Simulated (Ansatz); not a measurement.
The cluster Au₅Se₂⁺. The state is a singlet with charge 1. Geometry PBE0-D4/def2-SVP, basis def2-TZVP, Ansatz.

```
atom   x (Å)   y (Å)   z (Å)
 Au1   2.590  -1.042   2.234
 Au2   0.399   0.383  -0.094
 Au3  -1.662  -1.358  -2.411
 Au4  -0.768  -0.971   2.980
 Au5  -1.507   2.080  -2.487
 Se6   0.074   0.284  -2.515
 Se7   0.874   0.625   2.292
```

```csv
run,HOMO (eV),LUMO (eV)
A,-10.15,-8.03
B,-10.83,-6.57
C,-9.83,-7.66
D,-9.97,-7.44
E,-10.32,-7.05
F,-10.69,-6.69
```

In the def2 sets Au takes a core potential; there is no spin–orbit coupling. HSE06 is defined as in plane-wave codes, on full-range PBE exchange. Another isomer (singlet) lies 0.02 eV lower at PBE0-D4/def2-TZVP; other spin states weren't run for this one.

**Question.** The runs used HSE06, LDA (SPW92), PBE, PBE0, r2SCAN, r2SCAN0. Estimate which is which.

**Answer.** A LDA (SPW92) (0 % exact exchange); B r2SCAN0 (25 % exact exchange); C PBE (0 % exact exchange); D r2SCAN (0 % exact exchange); E HSE06 (range-separated); F PBE0 (25 % exact exchange). Exact exchange lowers occupied and raises empty levels; among semilocal functionals meta-GGAs tend to open the gap a little, and such runs are hard to tell apart. The gap grows from 2.12 eV (LDA (SPW92)) to 4.26 eV (r2SCAN0).
